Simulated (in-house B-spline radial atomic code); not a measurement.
Values are calculated unless marked as measured or tabulated.
Two electrons in Ge: a Gaussian well −V exp(−r²/w²) with V = 137 meV and w = 8.65 nm

For Ge the NSM archive of the Ioffe Institute lists m_l = 1.6 m0, m_t = 0.08 m0 and ε = 16.2; the model takes one isotropic valley with the conductivity mass 3/(1/m_l + 2/m_t) = 0.117 m0, and so misses anisotropy and the other valleys. All triplets below are those of one valley; with several valleys two electrons can form a triplet in the 1s orbital itself, at an energy set by the valley splitting.

Effective-mass model with parabolic bands, a uniform dielectric constant, no image charges, no central-cell or spin-orbit terms. Two-electron levels come from full CI in B-splines with partial waves to l = 5 (up to 0.001 effective hartree above the limit).

(1) What are the effective units, and what is the potential in them?

In these units the lowest s and p orbitals lie at -5.9585 and -2.9402, and their Coulomb and exchange integrals are J_ss = 1.4103, J_sp = 1.1049 and K_sp = 0.2064. Full CI gives -10.5846 for the ground singlet, -8.0213 for the sp triplet, -7.6700 for the sp singlet and -6.2814 for the lowest triplet of two s orbitals.

(2) What does it cost to add the second electron, to first order and exactly?

(3) How far above the singlet do the triplets lie?

Answers

(1) Ha* = 27211.386 meV × 0.117/16.2² = 12.13 meV and a* = 0.0529177 nm × 16.2/0.117 = 7.327 nm. V = 11.3 Ha* and w = 1.18 a*.

(2) To first order E = 2ε_s + J_ss = -10.5068, so the charging energy E(2) − 2E(1) is J_ss = 17.11 meV. CI gives -10.5846 − 2 × (-5.9585) = 1.3325, or 16.16 meV: relaxation and correlation lower it by 0.9442 meV, 5.5 % of J_ss. The s² configuration of one-electron orbitals holds 98.9 % of the state, and the mean radius is 4.94 nm. The second electron is bound by ε_s − E = 56.12 meV, against 72.28 meV for the first.

(3) To first order the sp triplet lies at ε_s + ε_p + J_sp − K_sp = -8.0003, which is 30.41 meV above 2ε_s + J_ss. CI gives -8.0213 − (-10.5846) = 2.5633, or 31.1 meV, 85 % of the orbital spacing of 36.62 meV. The ss triplet lies 52.2 meV up, so the lower of the two is the sp one, and its gap equals k_BT at 361 K. The sp singlet-triplet splitting is 4.262 meV, against 2K_sp = 5.009 meV.
